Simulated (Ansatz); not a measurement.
**F3GaH4OSi: where a starting geometry ends**

The starting geometry of this gas-phase singlet was optimised with GFN2-xTB.

| atom | x (Å) | y (Å) | z (Å) |
| --- | --- | --- | --- |
| F | 1.1404 | 4.3462 | 1.4199 |
| F | 4.6361 | 1.5693 | -0.5764 |
| F | 2.8697 | -0.1510 | -0.0966 |
| Ga | 0.3208 | 2.8765 | 0.8900 |
| O | 2.2963 | 2.3726 | 0.0691 |
| Si | 3.0977 | 1.2466 | -0.7999 |
| H | 0.1144 | 1.8343 | 1.9944 |
| H | -0.4961 | 3.0261 | -0.4028 |
| H | 2.8014 | 3.0985 | 0.4595 |
| H | 2.6945 | 1.2446 | -2.1747 |

Predict what becomes of its bonds when it is optimised with PBE0-D4/def2-SVP.

It keeps its bonds.

The energy falls by 0.18 eV over 41 steps:

```tsv
step	E − E(last) (eV)
1	0.176
5	0.029
10	0.018
14	0.010
19	0.005
23	0.002
28	0.001
32	0.000
37	0.000
41	0.000
```

Final geometry (Å):

```xyz
10

F     1.3912    3.8053    1.8083
F     4.4066    2.0052   -1.3998
F     3.8092    0.2187    0.3490
Ga    0.2320    2.9387    0.7072
O     2.2156    2.3287    0.0587
Si    3.1795    1.2327   -0.7193
H    -0.3510    1.6423    1.3505
H    -0.2806    3.8427   -0.4550
H     2.5080    2.9202    0.7965
H     2.3646    0.5293   -1.7137
```

No frequencies were run, so the end isn't proven a minimum. Run with Ansatz 0.2.0, 2.5 min on 2 threads of Arm Neoverse V2 (shared host).
